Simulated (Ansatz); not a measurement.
Isolated molecules relaxed with PBE0-D4/def2-TZVP in Ansatz; ΔE leaves out vibrations. CCSD(T)/CBS adds triple-zeta CCSD(T) − MP2 to the extrapolated MP2 energy (def2 sets, frozen cores). For Ge outer-core shells are correlated without core-valence functions, which leaves a few kJ/mol of doubt a bond. Scalar relativity is left out up to krypton. One conformer a species, not always the lowest.

Reaction (cleavage of the Ge–Al bond): `C[S][AlH][GeH3]` + `C[SiH2]N` → `C[SiH2][NH][GeH3]` + `C[S][AlH2]`

```csv
species,HF/def2-TZVPP energy (Eh)
`C[S][AlH][GeH3]`,-2756.82765
`C[SiH2]N`,-385.41466
`C[SiH2][NH][GeH3]`,-2461.95086
`C[S][AlH2]`,-680.28902
```

Question: Work out ΔE.

Answer: ΔE = (-2461.95086) + (-680.28902) − (-2756.82765) − (-385.41466) = 0.00243 Eh = +1.5 kcal/mol. CCSD(T)/CBS gives +5.6 kcal/mol.

Largest T1 diagnostic among the species: 0.012.

In def2-TZVPP, CCSD(T) changes the Hartree–Fock value by +3.1 kcal/mol (the triples alone add +0.2 kcal/mol) and MP2 by +2.0 kcal/mol. From PBE to PBE0 (25 % exact exchange), in def2-TZVPP and without D4, ΔE moves by −1.1 kcal/mol.
